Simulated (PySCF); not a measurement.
# Electron correlation in Ag (silver, neutral)

Starting occupation: [Kr] 4d10 5p1, 5p3/2 with m_j = +3/2. Computed with PySCF 2.14 in x2c-SVPall-2c with one added diffuse shell each of s, p, d type (7s9p7d1f, 76 functions), with X2C-1e with screened-nucleus spin-orbit coupling, Gaussian nucleus. Frozen: [Ar] 3d10; 19 electrons correlated; the 6 highest virtual spinors left out.

MP2 pair energies summed by pair of shells (mhartree):

```
       pair   energy  share (%)
4d3/2-4d5/2  -133.22       29.3
4d5/2-4d5/2   -95.26       21.0
4d5/2-4p3/2   -44.63        9.8
4d3/2-4d3/2   -41.73        9.2
4d3/2-4p3/2   -30.37        6.7
4d5/2-4p1/2   -22.20        4.9
4p3/2-4p3/2   -16.67        3.7
4p1/2-4p3/2   -15.84        3.5
4d3/2-4p1/2   -14.56        3.2
4d5/2-4s1/2    -8.38        1.8
4p3/2-4s1/2    -6.69        1.5
4d5/2-5p3/2    -5.61        1.2
4d3/2-4s1/2    -5.61        1.2
4p1/2-4p1/2    -4.32        1.0
4p1/2-4s1/2    -3.34        0.7
4d3/2-5p3/2    -3.22        0.7
4s1/2-4s1/2    -2.34        0.5
4p3/2-5p3/2    -0.36        0.1
4p1/2-5p3/2    -0.17        0.0
4s1/2-5p3/2    -0.05        0.0
```

Total MP2 correlation energy: -454.56 mhartree.

This basis was not built for core-valence correlation, so the inner-shell part is incomplete.
